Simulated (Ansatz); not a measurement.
Gas-phase electronic energies from Ansatz, PBE0-D4/def2-TZVP geometries. CCSD(T)/CBS is the MP2 limit (def2-TZVPP, def2-QZVPP) plus CCSD(T) − MP2 in def2-TZVPP, frozen cores. This one scheme is used for every species. Functionals use def2-TZVPP. Each species was taken in one conformer, which may not be the lowest.

Reaction (ligand exchange at a B–N bond): `CBNCF` + H–F → `CBF` + `NCF`

```csv
species,r2SCAN energy (Eh)
`CBNCF`,-259.87960
H–F,-100.44665
`CBF`,-165.24244
`NCF`,-195.09304
```

Question: Work out ΔE.

Answer: ΔE = (-165.24244) + (-195.09304) − (-259.87960) − (-100.44665) = -0.00923 Eh = -24.2 kJ/mol. CCSD(T)/CBS gives -12.6 kJ/mol.

Largest T1 diagnostic among the species: 0.012.

The D4 term adds +7.1 kJ/mol with B3LYP and +4.0 kJ/mol with PBE0; it sums over pairs of atoms, weighted by their polarisabilities, and B3LYP, whose exchange is more repulsive, gets the larger term. In def2-TZVPP, CCSD(T) changes the Hartree–Fock value by +22.5 kJ/mol (the triples alone add +2.6 kJ/mol) and MP2 by +25.8 kJ/mol.

B3LYP here is the variant with VWN-RPA as its local correlation; programs differ in this.
